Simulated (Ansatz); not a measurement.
Reaction (substitution at a C–N bond): `FC/N=C/Cl` + `[SH][SnH3]` → `FC[S][SnH3]` + `N=CCl`

Calculated with Ansatz (gas phase, PBE0-D4/def2-TZVP geometries, no zero-point term in ΔE). CCSD(T)/CBS adds triple-zeta CCSD(T) − MP2 to the extrapolated MP2 energy (def2 sets, frozen cores). This one scheme is used for every species. DFT in def2-TZVPP. B3LYP here is the variant with VWN-RPA as its local correlation; programs differ in this. Elements past krypton have def2 core potentials. For Sn outer-core shells are correlated without core-valence functions, which leaves a few kJ/mol of doubt a bond. One conformer a species, not always the lowest.

```json
{"species": "`FC/N=C/Cl`", "B3LYP energy (Eh)": "-692.91626"}
{"species": "`[SH][SnH3]`", "B3LYP energy (Eh)": "-615.00681"}
{"species": "`FC[S][SnH3]`", "B3LYP energy (Eh)": "-753.60696"}
{"species": "`N=CCl`", "B3LYP energy (Eh)": "-554.30798"}
```

(1) Work out ΔE.

Largest T1 diagnostic among the species: 0.013.

## Answers

(1) ΔE = (-753.60696) + (-554.30798) − (-692.91626) − (-615.00681) = 0.00813 Eh = +0.22 eV. CCSD(T)/CBS gives +0.15 eV.

The D4 term adds −0.04 eV with B3LYP and −0.02 eV with PBE0; it sums over pairs of atoms, weighted by their polarisabilities, and B3LYP, whose exchange is more repulsive, gets the larger term. In def2-TZVPP, CCSD(T) changes the Hartree–Fock value by −0.11 eV (the triples alone add −0.02 eV) and MP2 by −0.13 eV.
